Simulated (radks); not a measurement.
Isoelectronic series with 42 electrons, all held in the configuration [Kr] 4d5 5s1, which need not be the ground one along the series. Method: Dirac Kohn-Sham, PBE, spin-unpolarised, spherical densities, finite nucleus; open shells fill j = l - 1/2 first; Fermi nuclear charge, rms radius of each element as measured or else 0.836 A^(1/3) + 0.57 fm; computed with a radial shooting solver on a logarithmic mesh with Libxc functionals. Total energies (hartree) and orbital eigenvalues (hartree):

ion    E (hartree)      4d5/2      4d3/2      5s1/2      4p3/2
Mo     -4049.15996   -0.13262   -0.14006   -0.14945   -1.38109
Tc+    -4285.92824   -0.51092   -0.52174   -0.41784   -1.90601
Ru2+   -4530.33877   -1.00292   -1.01764   -0.75792   -2.54910
Rh3+   -4782.39385   -1.58861   -1.60778   -1.15867   -3.28712
Pd4+   -5042.10558   -2.25812   -2.28237   -1.61463   -4.10931
Ag5+   -5309.49909   -3.00585   -3.03584   -2.12261   -5.00980
Cd6+   -5584.60005   -3.82821   -3.86467   -2.68061   -5.98505
In7+   -5867.44687   -4.72278   -4.76649   -3.28728   -7.03270
Sn8+   -6158.07175   -5.68782   -5.73961   -3.94167   -8.15114
Sb9+   -6456.51629   -6.72203   -6.78277   -4.64309   -9.33918
Te10+  -6762.81947   -7.82438   -7.89504   -5.39105  -10.59595
I11+   -7077.03294   -8.99410   -9.07567   -6.18520  -11.92077
Xe12+  -7399.19691  -10.23053  -10.32409   -7.02529  -13.31313
Cs13+   -7729.3649  -11.53316  -11.63985   -7.91114  -14.77262
Ba14+   -8067.5848  -12.90155  -13.02257   -8.84265  -16.29894
La15+   -8413.9143  -14.33535  -14.47196   -9.81978  -17.89182
Ce16+   -8768.4067  -15.83425  -15.98780  -10.84252  -19.55109
Pr17+   -9131.1223  -17.39798  -17.56988  -11.91090  -21.27660
Nd18+   -9502.1195  -19.02634  -19.21808  -13.02499  -23.06823

4d5/2 drops below 5s1/2 between Mo and Tc+. 4d3/2 drops below 5s1/2 between Mo and Tc+.
